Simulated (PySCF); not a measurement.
Computed shifts of a molecule C5H7F, PBE/pcSseg-1 run with PySCF, GIAO, gas phase, atoms alike by connectivity averaged where their shifts nearly agree, in ppm (number of nuclei): ¹³C: 160.7 (1), 140.5 (1), 97.8 (1), 45.5 (1), 19.8 (1). ¹⁹F: -216.1 (1). ¹H: 6.56 (1), 5.73 (1), 3.26 (1), 3.11 (1), 2.41 (3). References: ¹³C against TMS (σ = 182.0 ppm); ¹⁹F against CFCl3 (σ = 133.6 ppm); ¹H against TMS (σ = 31.49 ppm), references at their B3LYP-D3(BJ)/def2-TZVP geometries, non-relativistic. Coordinates come from a PBE-D3(BJ)/def2-SVP optimisation. Other conformers were not sampled.

Task: Which molecule gave these data?
(A) F/C=C\C1CC1
(B) CC1=CC[C@@H]1F
(C) C=C=C(F)CC
(D) FC=C1CCC1

Result: B, CC1=CC[C@@H]1F
